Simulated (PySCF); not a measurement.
FH5N2Si, SMILES N[SiH](N)F.

Coordinates come from a B3LYP-D3(BJ)/def2-SVP optimisation. Other conformers were not sampled.

Method: PySCF with PBE0/def2-TZVP.

Gas-phase values at a fixed geometry.

| Item | Result |
|---|---|
| total energy | -501.74412 hartree |
| highest occupied level | -7.65 eV |
| lowest empty level | 0.97 eV |
| orbital gap | 8.62 eV |
| dipole moment | 2.04 D |
| quadrupole, principal values (traceless, Buckingham form, about the centre of nuclear charge) | -6.83, -2.02, 8.85 D·Å |
| mean static polarisability | 39.0 bohr³ (5.77 Å³) |
| polarisability, principal values | 34.7, 39.5, 42.7 bohr³ |
